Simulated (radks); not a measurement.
Values are calculated unless marked as measured or tabulated.
Species: Ta XX. Configuration: [Kr] 4d10 4f8 (the NIST ground configuration). Code: a radial shooting solver on a logarithmic mesh with Libxc functionals. Model: scalar-relativistic Kohn-Sham, SCAN, spin-polarised, spherical densities, finite nucleus; open shells are filled with parallel spins first (spin-orbit coupling, left out, can overturn this in heavy ions); meta-GGA in the generalised Kohn-Sham scheme; Fermi nuclear charge, rms radius 5.3507 fm.

Radial electron density D(r) = 4 pi r^2 rho(r):

| r (bohr) | D(r) (e/bohr) | spin D(r) |
|---|---|---|
| 0.001329 | 11.17 | -0.000269 |
| 0.001731 | 16.46 | -0.000394 |
| 0.002254 | 23.84 | -0.000566 |
| 0.002935 | 33.71 | -0.000793 |
| 0.003821 | 46.25 | -0.00108 |
| 0.004976 | 61.03 | -0.00141 |
| 0.006479 | 76.59 | -0.00176 |
| 0.008437 | 90.23 | -0.00213 |
| 0.01099 | 98.46 | -0.00256 |
| 0.01431 | 98.76 | -0.00330 |
| 0.01863 | 92.74 | -0.00493 |
| 0.02406 | 88.17 | -0.00808 |
| 0.03133 | 94.84 | -0.0131 |
| 0.0408 | 114.9 | -0.0175 |
| 0.05312 | 132.7 | -0.0148 |
| 0.06917 | 127.7 | 0.00897 |
| 0.09007 | 107.6 | 0.101 |
| 0.1173 | 106.2 | 0.433 |
| 0.1527 | 121.1 | 1.47 |
| 0.1989 | 105.5 | 3.88 |
| 0.259 | 66.84 | 7.84 |
| 0.3372 | 60.63 | 11.8 |
| 0.4391 | 68.49 | 12.8 |
| 0.5672 | 48.08 | 9.55 |
| 0.7385 | 17.91 | 4.58 |
| 0.9616 | 3.484 | 1.27 |
| 1.252 | 0.3332 | 0.168 |
| 1.63 | 0.01329 | 0.00819 |
| 2.123 | 0.0001595 | 0.000105 |

D(r) has 4 maxima, at r = 0.0127, 0.0575, 0.159, 0.422 bohr, and minima at 0.0243, 0.104, 0.304 bohr, inside which lie 1.90, 11.11, 29.75 electrons.
